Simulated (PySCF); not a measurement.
Compound: C₃H₆BFSe.
SMILES with atom numbers: `[F:1][BH:2][C@H:3]1[CH2:4][CH2:5][Se:6]1` (hydrogens: H7 on B2; H8 on C3; H9, H10 on C4; H11, H12 on C5)

Computed with PBE0-D3(BJ)/def2-SVP geometry optimisation, gas phase (PySCF 2.14.0).

Question: Give the optimised bond lengths and angles.

Answer: 
```tsv
bond	length (bohr)	order
F1–B2	2.537	single
B2–C3	2.933	single
C3–C4	2.891	single
C4–C5	2.897	single
C5–Se6	3.750	single
C3–Se6	3.830	single
B2–H7	2.289	single
C3–H8	2.071	single
C4–H9	2.083	single
C4–H10	2.078	single
C5–H11	2.074	single
C5–H12	2.073	single
```

Orders are formal, as drawn. A selection of angles:
```tsv
angle	degrees
F1–B2–C3	119.7
F1–B2–H7	118.4
C3–B2–H7	121.8
B2–C3–C4	117.7
B2–C3–Se6	84.2
B2–C3–H8	119.5
C4–C3–Se6	91.5
C4–C3–H8	118.9
Se6–C3–H8	113.6
C3–C4–C5	99.7
C3–C4–H9	113.6
C3–C4–H10	111.0
C5–C4–H9	114.1
C5–C4–H10	110.3
H9–C4–H10	108.0
C4–C5–Se6	93.0
C4–C5–H11	114.3
C4–C5–H12	116.2
Se6–C5–H11	109.5
Se6–C5–H12	112.3
H11–C5–H12	110.2
C3–Se6–C5	71.4
```

Torsions: F1–B2–C3–C4 9° (synperiplanar); B2–C3–C4–C5 67° (synclinal); C3–C4–C5–Se6 18° (synperiplanar); C4–C5–Se6–C3 -14° (synperiplanar); B2–C3–Se6–C5 -104° (anticlinal).

The C–Se distances run from 1.985 Å (C5–Se6, drawn single) to 2.027 Å (C3–Se6, drawn single), a spread of 0.042 Å. Of the pairs four or more bonds apart, F1···C5 is among the closest relative to their van der Waals radii: 3.05 Å, 96 % of the sum of Bondi's values. The 4-membered ring C3–C4–C5–Se6 has internal angles of 71.4° to 99.7°; it is puckered, 0.12 Å rms from its mean plane, widest ring torsion 18°. Se6 (selenium bonded to 2 C) is bent (angle 71.4°). B2 (three-coordinate boron) is planar (angles 121.8°, 119.7° and 118.4°, sum 359.8°, 0.03 Å off the plane of its three neighbours).

Point group: C1 (no symmetry element, even within 0.4 Å). Not checked by PBE0-D3(BJ)/def2-SVP frequencies. One conformer, not necessarily the lowest.
